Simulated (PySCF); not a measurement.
Input of a run (PBE0-D3(BJ)/def2-SVP geometry optimisation, gas phase (PySCF 2.14.0)), started from GFN2-xTB:
```
{"job": {"xc": "PBE0", "basis": "def2-SVP", "d3": "d3bj", "grid": 1, "shake": 0.01, "kind": "geom"}, "charge": 0, "multiplicity": 1}
C     -0.773410    -1.072730    -0.444520
O     -0.204310    -0.134670     0.456610
C     -0.682720     1.192720     0.232130
B      1.516460    -0.196670     0.360400
F      1.720620     0.183410    -0.945410
H     -1.884750    -1.002330    -0.347050
H     -0.499160    -0.821970    -1.479060
H     -0.416730    -2.033410    -0.192780
H     -1.751660     1.226760     0.367440
H     -0.202430     1.823830     1.005890
H     -0.385430     1.549980    -0.743240
H      1.744700    -1.339360     0.567550
H      1.824640     0.607550     1.151720
```

Output (energies in Eh, forces in Eh/bohr):
```
step   0  E = -280.44366093  max force = 0.030246
step   1  E = -280.44831383  max force = 0.011969
step   2  E = -280.44863539  max force = 0.002437
step   3  E = -280.44867179  max force = 0.000811
step   4  E = -280.44868603  max force = 0.001151
step   5  E = -280.44869886  max force = 0.001039
step   6  E = -280.44870013  max force = 0.000938
step   7  E = -280.44870386  max force = 0.000627
step   8  E = -280.44870906  max force = 0.000594
step   9  E = -280.44871602  max force = 0.000919
step  10  E = -280.44873295  max force = 0.001440
step  11  E = -280.44875502  max force = 0.001169
step  12  E = -280.44877561  max force = 0.000464
step  13  E = -280.44878806  max force = 0.000473
step  14  E = -280.44879333  max force = 0.000335
optimisation converged
```

Problem. Summarise the run.

Solution. The energy falls by 13.5 kJ/mol over 15 energy and gradient evaluations, the largest force component goes from 0.0302 to 3.4e-04 Eh/bohr, and the atoms move by 0.078 Å rms after alignment. Among the bonds, O2–B4 and B4–H13 change most and about equally (-0.052 to +0.051 Å). Bonds longer at the end by more than 0.005 Å: 6 of 12; shorter: 4. Among the angles that change most is C1–O2–B4, from 109.9° to 113.7°. The energy never rose by more than 1e-6 Eh on the way. The first step brought 91 % of the lowering.

Problem. What are the final bond lengths?

Solution. C1–O2 1.424 Å, O2–C3 1.423 Å, O2–B4 1.672 Å, B4–F5 1.380 Å, C1–H6 1.099 Å, C1–H7 1.101 Å, C1–H8 1.095 Å, C3–H9 1.100 Å, C3–H10 1.095 Å, C3–H11 1.101 Å, B4–H12 1.221 Å, B4–H13 1.221 Å. Numbering counts from 1 in the input's order; the species is `C[O+](C)[BH2-]F`.

The run used 110 basis functions and 88 SCF cycles in all. Time: 54 s of wall time; peak memory 0.46 GiB. Hardware: an Arm Neoverse V2 with one thread, no GPU (shared host).

Not checked by PBE0-D3(BJ)/def2-SVP frequencies. The numbers are those of one conformer.

Shape of the structure used: `[CH3:1][O+:2]([CH3:3])[BH2-:4][F:5]`: C1–O2–B4–F5 66°.
